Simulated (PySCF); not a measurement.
SMILES c1ccc(Cc2ccsc2)cc1, singlet at its GFN2-xTB optimised geometry (Å):

```
22

C      2.7563    -1.1053    -3.7465
C      3.0890    -1.7367    -2.5612
C      2.5945    -1.2618    -1.3584
C      1.7660    -0.1494    -1.3263
C      1.1915     0.3601    -0.0298
C     -0.2836     0.0911     0.0028
C     -0.8358    -1.2181     0.0000
C     -2.1899    -1.2181     0.0000
S     -2.8362     0.3760     0.0000
C     -1.2506     1.0450    -0.0022
C      1.4345     0.4766    -2.5218
C      1.9268     0.0037    -3.7239
H      3.1412    -1.4757    -4.6852
H      3.7352    -2.6025    -2.5717
H      2.8590    -1.7598    -0.4357
H      1.6730    -0.1422     0.8125
H      1.3655     1.4345     0.0608
H     -0.2360    -2.1106    -0.0056
H     -2.8590    -2.0553    -0.0002
H     -1.1319     2.1106    -0.0003
H      0.7835     1.3393    -2.5048
H      1.6627     0.5003    -4.6462
```

Method: PBE0/def2-SVP (PySCF).

Map of the Laplacian of the electron density (e/bohr⁵) on the plane z = 0.6 Å:

```
|8888888888888888888888888888888|
|8888888888888888888888888888888|
|8888888888888888888888888888888|
|8888888888888888888888888888888|
|8888888888888888888888888888888|
|8888888888888888888888888888888|
|8888888888888888888888888888888|
|8888888888888888888888888888888|
|8888888888899888888888888888888|
|8888888888999988888888888888888|
|8888888889999998889998888888888|
|8888889999999998899998888888888|
|8888988899888999999999888888888|
|8888865679998899999999888888888|
|8888868979999889999779988888888|
|8888976689999989998307988888888|
|8888898899999999999748888888888|
|8888899989999889999999888888888|
|8888889988888899988888888888888|
|8888889988888899888888888888888|
|8888889899999999888888888888888|
|8888889999999999888888888888888|
|8888889998889999888888888888888|
|8888888888888888888888888888888|
|8888888888888888888888888888888|
|8888888888888888888888888888888|
|8888888888888888888888888888888|
|8888888888888888888888888888888|
|8888888888888888888888888888888|
|8888888888888888888888888888888|
|8888888888888888888888888888888|
```
Scale: ten equal steps from -1.20 (start of '0') to 0.209 (end of '9'), in the order '0123456789'; x runs from -5.00 to 5.00, y from -5.00 (bottom) to 5.00 (top).
